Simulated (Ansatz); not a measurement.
`F[B]([AlH2])[SiH3]` and `C[SiH2][B]([AlH2])[SiH3]` differ in one atom or group.

Ansatz, PBE0-D4/def2-TZVP geometries, multiplicity 1. Each molecule was computed in one conformer, which needn't be the lowest.

| property | `F[B]([AlH2])[SiH3]` |
| --- | --- |
| HOMO energy (ωB97M-V/def2-TZVPP) / eV | -8.86 |
| LUMO energy (PBE/def2-TZVPP) / eV | -3.02 |
| HOMO energy (B3LYP/def2-TZVPP) / eV | -6.65 |
| HOMO energy (PBE/def2-TZVPP) / eV | -5.70 |
| HOMO–LUMO gap (PBE0/def2-TZVPP) / eV | 4.75 |
| HOMO energy (PBE0/def2-TZVPP) / eV | -6.83 |

**Question.** Give the same properties after the change, and the shifts. (Best estimate.)

**Answer.** The calculation gave: 
```csv
property,`C[SiH2][B]([AlH2])[SiH3]`,shift
HOMO energy (ωB97M-V/def2-TZVPP) / eV,-9.26,-0.40
LUMO energy (PBE/def2-TZVPP) / eV,-3.90,-0.88
HOMO energy (B3LYP/def2-TZVPP) / eV,-7.02,-0.37
HOMO energy (PBE/def2-TZVPP) / eV,-6.08,-0.38
HOMO–LUMO gap (PBE0/def2-TZVPP) / eV,4.18,-0.57
HOMO energy (PBE0/def2-TZVPP) / eV,-7.20,-0.37
```

With PBE0 the HOMO falls by 0.37 eV and the LUMO falls by 0.94 eV, so the gap narrows by about 0.57 eV. PBE moves the HOMO by -0.38 eV and ωB97M-V by -0.40 eV.

B3LYP here is the variant with VWN-RPA as its local correlation; programs differ in this.
